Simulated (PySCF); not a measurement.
Si(H)(Me)(OH)(OMe) (C2H8O2Si), SMILES CO[SiH](C)O.

The structure is a stationary point at PBE-D3(BJ)/def2-SVP. One conformer was computed; it need not be the lowest.

Two levels are set side by side: TDDFT-PBE/def2-SVPD (PySCF) and TDDFT-ωB97X/def2-SVPD (PySCF). Vertical, same geometry. The lowest singlet is HOMO→LUMO 99 % with PBE and HOMO→LUMO 75 % with the other functional; states are paired by order. Differences are taken from unrounded values.

```tsv
quantity	TDDFT-PBE
lowest singlet excitation (eV)	6.10
lowest triplet excitation (TDA) (eV)	5.96
```

### Question
These are the TDDFT-PBE values. What does TDDFT-ωB97X give? (Estimate from the structure and the level; the computed values follow.)

### Answer

```csv
quantity,TDDFT-ωB97X,TDDFT-PBE minus TDDFT-ωB97X
lowest singlet excitation (eV),7.87,-1.77
lowest triplet excitation (TDA) (eV),7.69,-1.73
```

A lower first singlet is the usual sign of a functional without exact exchange. Differences between two approximate levels are no errors against the true value.

Rough cost on one machine, each run with all the roots and properties that it gave: TDDFT-ωB97X against TDDFT-PBE about 10 times.
